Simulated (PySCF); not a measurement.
Electron correlation in Si⁺ (silicon, charge +1)

[Ne] 3s2 3p1, 2P determinant. Computed with PySCF 2.14 in cc-pV(T+d)Z (5s4p3d1f, 39 functions), with no relativity, point nucleus. Frozen: [Ne]; 3 electrons correlated.

MP2 pair energies summed by pair of shells (mhartree):

```csv
pair,energy,share (%)
3s-3s,-22.88,55.3
3s-3p,-18.46,44.7
```

Total MP2 correlation energy: -41.34 mhartree.

Same-spin part -2.73 and opposite-spin part -38.61 mhartree; SCS-MP2 scales them by 1/3 and 6/5 to -47.24 mhartree.

```tsv
level	correlation energy (mhartree)
CCSD	-58.63
(T)	-1.09
CCSD(T)	-59.72
```

Diagnostics: T1 = 0.014, D1 = 0.0323, largest double amplitude 0.106.

Cost of the coupled-cluster step: 0.41 s of wall time on 1 thread of Neoverse-V1 (shared host), for 3 correlated electrons.
